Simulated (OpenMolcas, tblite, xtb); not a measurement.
How methods differ on C2HCl2Si (SMILES C#C[Si](Cl)Cl)

C2HCl2Si has 6 atoms, charge 0, and is taken as a doublet. As SMILES, `C#C[Si](Cl)Cl`. Geometry: relaxed at PBE0-D4/def2-TZVP.

```xyz
6

C     1.3245    0.4835    1.1115
C     0.5215    0.0954    0.2972
Si   -0.5044   -0.5838   -1.0218
Cl   -1.9140   -1.8306   -0.2261
Cl   -1.4060    0.9370   -2.0463
H     2.0204    0.8345    1.8394
```

Each level gives the energy change with the C2–Si3 bond stretched from 1.804 to 2.345 Å (eV). The values are calculated.

| level | kind | program | value (eV) | less CCSD(T)/cc-pVDZ | CPU time (all runs) |
| --- | --- | --- | --- | --- | --- |
| GFN-FF | force field | xtb | 3.59 | +2.29 | under 2 s |
| IPEA1-xTB | semi-empirical | tblite | 1.84 | +0.54 | under 2 s |
| UHF/cc-pVDZ | Hartree–Fock | OpenMolcas | 1.51 | +0.21 | 17 s |
| USVWN5/cc-pVDZ | LDA | OpenMolcas | 1.40 | +0.10 | 36 s |
| UPBE/cc-pVDZ | GGA | OpenMolcas | 1.26 | -0.04 | 64 s |
| U-r2SCAN/cc-pVDZ | meta-GGA | OpenMolcas | 1.39 | +0.09 | 89 s |
| UB3LYP/cc-pVDZ | global hybrid | OpenMolcas | 1.32 | +0.02 | 65 s |
| UM06-2X/cc-pVDZ | hybrid meta-GGA | OpenMolcas | 1.41 | +0.11 | 80 s |
| ROCCSD(T)/cc-pVDZ | coupled cluster or CI | OpenMolcas | 1.30 | 0.00 | 79 s |

ROCCSD(T)/cc-pVDZ is the highest level here, not the true value. The first shape isn't each level's own minimum. The values span 1.26 to 3.59 eV. CPU times are rough (shared hosts, several kinds of processor): they show what a rung costs within a factor of a few.
